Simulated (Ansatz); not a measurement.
`C[As]1N[SiH2]1` + H₂ → `N1[SiH2][AsH]1` + CH₄ at 700 K and 1 bar (hydrogenolysis of the As–C bond).

Computed with Ansatz on PBE0-D4/def2-TZVP structures; ΔE is electronic, products minus reactants. CCSD(T)/CBS adds triple-zeta CCSD(T) − MP2 to the extrapolated MP2 energy (def2 sets, frozen cores). This one scheme is used for every species. For As outer-core shells are correlated without core-valence functions, which leaves a few kJ/mol of doubt a bond. Scalar relativity is left out up to krypton.

```json
{"species": "`C[As]1N[SiH2]1`", "CCSD(T)/CBS energy (Eh)": "-2620.44340", "H − E (kJ/mol)": "255.8", "S (J/(mol·K))": "446.9"}
{"species": "H₂", "CCSD(T)/CBS energy (Eh)": "-1.17544", "H − E (kJ/mol)": "46.8", "S (J/(mol·K))": "155.3"}
{"species": "`N1[SiH2][AsH]1`", "CCSD(T)/CBS energy (Eh)": "-2581.17641", "H − E (kJ/mol)": "160.3", "S (J/(mol·K))": "377.0"}
{"species": "CH₄", "CCSD(T)/CBS energy (Eh)": "-40.46206", "H − E (kJ/mol)": "145.9", "S (J/(mol·K))": "224.0"}
```

H − E and S are ideal-gas, rigid-rotor, harmonic terms from PBE0-D4/def2-TZVP, for one conformer and one mirror image of each species. The MP2-based limit puts H₂ 0.8 mEh under its directly extrapolated value; such offsets cancel only in part. 1 Eh = 2625.50 kJ/mol, R = 8.31446 J/(mol·K).

Q: By hand: ΔE, ΔH, ΔS and ΔG.

A: ΔE = (-2581.17641) + (-40.46206) − (-2620.44340) − (-1.17544) = -0.01963 Eh = -51.5 kJ/mol. Δ(H − E) = 160.3 + 145.9 − 255.8 − 46.8 = 3.6, so ΔH = -47.9 kJ/mol. ΔS = 377.0 + 224.0 − 446.9 − 155.3 = -1.2 J/(mol·K). ΔG = -47.9 − 700 × (-1.2)/1000 = -47.1 kJ/mol.

Q: By hand: the equilibrium constant, and the temperature at which ΔG would vanish if ΔH and ΔS stayed fixed.

A: log₁₀ K = −ΔG/(RT ln 10) = 3.5. ΔG = 0 at ΔH/ΔS = 39917 K, far beyond where these terms or the molecules hold.

The number of gas molecules stays the same, so ΔS is small and ΔH decides. A doubt of 5 kJ/mol in ΔE shifts log₁₀ K by 0.4 here. Other conformers and mirror images would add mixing entropy, several J/(mol·K) or more a flexible species. These are equilibria of isolated gas molecules and say nothing of rates. Largest T1 diagnostic: 0.013 (customary marks: 0.02 for closed shells, 0.045 for open ones).
